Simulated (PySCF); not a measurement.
# Telling isomers of C$_{6}$H$_{4}$F$_{3}$N apart by NMR

PySCF calculation with J: B3LYP/pcJ-1 (spin–dipole term left out of most H,H and C,H couplings), structure optimised with GFN2-xTB and shielding tensors at PBE0/pcSseg-1 (GIAO); in vacuum, non-relativistic, a single conformation, fast rotation and ring inversion assumed for equivalent nuclei.

Chemical shifts δ = σref − σ; ¹H and ¹³C vs TMS, all at this level. Multiplet labels drop J under 1 Hz and among equivalent protons, and merge close values. Unscaled 3J(H,H) run several per cent high. Splittings of carbon signals by F and P are missing where no couplings were computed. Where no couplings were computed, multiplicities follow the n + 1 count of equivalent neighbours, and m marks all less simple cases (inequivalent or close neighbours, rings, F or P nearby). One-bond C–F couplings are unscaled and too large by tens of Hz. Shifts are as computed. Against solution values, carbons near 30 ppm lie about +3 ppm off and those near 130 ppm about +5 ppm. Of 1211 compounds with measured shifts, 218 miss one by over three times the rms of a fit or turn the order of signals round; such compounds aren't used in these exercises.

(1) Tabulate the signals of `FC(F)(F)c1ccccn1`, `C[C@H](C#CC#N)C(F)(F)F`, `FC(F)(F)c1ccncc1`, `C#C[C@@H](N=C)C(F)=C(F)F` and their relative energies.

(2) What is the quickest way to tell FC(F)(F)c1ccncc1 from C#C[C@@H](N=C)C(F)=C(F)F?

(3) What is the quickest way to tell C[C@H](C#CC#N)C(F)(F)F from FC(F)(F)c1ccncc1?

(4) What is the quickest way to tell FC(F)(F)c1ccccn1 from C[C@H](C#CC#N)C(F)(F)F?

Answers

(1) 
```json
{"SMILES": "FC(F)(F)c1ccccn1", "carbon types": "2×C 4×CH", "δC": "155.8, 154.8, 143.2, 131.7, 131.1, 128.6", "δH": "9.06 (dt, 1H), 8.18 (td, 1H), 7.97 (dd, 1H), 7.61 (dd, 1H)", "E rel. (kcal/mol)": "0.0"}
{"SMILES": "C[C@H](C#CC#N)C(F)(F)F", "carbon types": "4×C 1×CH 1×CH3", "δC": "134.6, 110.9, 84.2, 68.0, 36.0, 16.6", "δH": "3.24 (m, 1H), 1.59 (d, 3H)", "E rel. (kcal/mol)": "49.0"}
{"SMILES": "FC(F)(F)c1ccncc1", "carbon types": "2×C 4×CH", "δC": "156.7, 145.3, 133.1, 125.2", "δH": "9.23 (d, 2H), 7.76 (d, 2H)", "E rel. (kcal/mol)": "0.0"}
{"SMILES": "C#C[C@@H](N=C)C(F)=C(F)F", "carbon types": "3×C 2×CH 1×CH2", "δC": "167.6, 160.7, 136.8, 88.5, 78.9, 58.1", "δH": "8.18 (d, 1H), 7.76 (d, 1H), 5.81 (m, 1H), 2.25 (d, 1H)", "E rel. (kcal/mol)": "105.9"}
```

Energies are electronic energies at PBE0/pcSseg-1 on these geometries, without zero-point or thermal terms, each for the one conformer computed, which needn't be the lowest.

(2) Count the carbon signals: 4 against 6. The first has an aromatic CH next to a ring nitrogen at 156.7 ppm, the second a C=N carbon (CH2) at 160.7 ppm. Their most deshielded carbons lie at 156.7 and 167.6 ppm. In the proton spectra the most deshielded non-exchanging signals are 9.23 (d, J = 5.7 Hz, 2H) and 8.18 (d, 1H).

(3) Count the carbon signals: 6 against 4. The first has an alkyne carbon (C) at 68.0 ppm, the second an aromatic CH next to a ring nitrogen at 156.7 ppm. Their most deshielded carbons lie at 134.6 and 156.7 ppm. In the proton spectra the most deshielded non-exchanging signals are 3.24 (m, 1H) and 9.23 (d, J = 5.7 Hz, 2H).

(4) Both give the same number of carbon signals, but DEPT or the intensities differ. The first has an aromatic CH next to a ring nitrogen at 154.8 ppm, the second an alkyne carbon (C) at 68.0 ppm. Their most deshielded carbons lie at 155.8 and 134.6 ppm. In the proton spectra the most deshielded non-exchanging signals are 9.06 (dt, J = 5.5, 1.2 Hz, 1H) and 3.24 (m, 1H).
